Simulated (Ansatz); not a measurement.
The same path of BH4NO + ClH (9 atoms, charge 0, multiplicity 1) was run twice with different band settings. Lost on the way: B1–O2, Cl8–H9. Made: B1–Cl8, O2–H9.

These are results of RKS PBE0/6-31G* (Ansatz), not measurements.

Relaxed end points:

```xyz
9
Properties=species:S:1:pos:R:3
B -0.082 -0.409 -0.137
O -0.498 0.207 1.035
H -1.309 -0.169 1.391
N 1.082 0.050 -0.750
H 1.638 0.810 -0.384
H 1.438 -0.352 -1.602
H -0.717 -1.314 -0.603
Cl 1.211 2.515 2.073
H 0.390 1.546 1.741
```

```xyz
9
Properties=species:S:1:pos:R:3
B 0.204 0.662 -0.490
O -0.329 -0.313 2.231
H -1.252 -0.114 2.026
N 1.378 0.051 -0.892
H 1.384 -0.879 -1.283
H 2.295 0.444 -0.734
H -0.866 0.177 -0.688
Cl 0.278 2.295 0.240
H 0.063 0.561 2.355
```

Common settings: climbing image yes; spring 5.0 eV/Å²; optimiser quadratic models (default); start path through a guess of the saddle point; force threshold 0.03 eV/Å; end points relaxed.

| run | movable images | iteration limit |
| --- | --- | --- |
| 1 | 7 | 57 |
| 2 | 2 | 60 |

What does each run give, and how far can it be trusted?

Run 1: converged after 25 iterations, highest image 1.046 eV above the first end. A vibrational analysis at the climbing image gives one clearly imaginary mode, 369i cm⁻¹: a first-order saddle point.
Run 2: converged after 19 iterations, highest image 1.046 eV above the first end. Another band between the same ends (7 images) ends at a top of the same energy, where a vibrational analysis finds 1 clearly imaginary mode. So few images can step over the top or miss a turn of the path.
The orbitals stay closed-shell, which can raise the energy where a bond breaks towards radicals; this wasn't checked here.
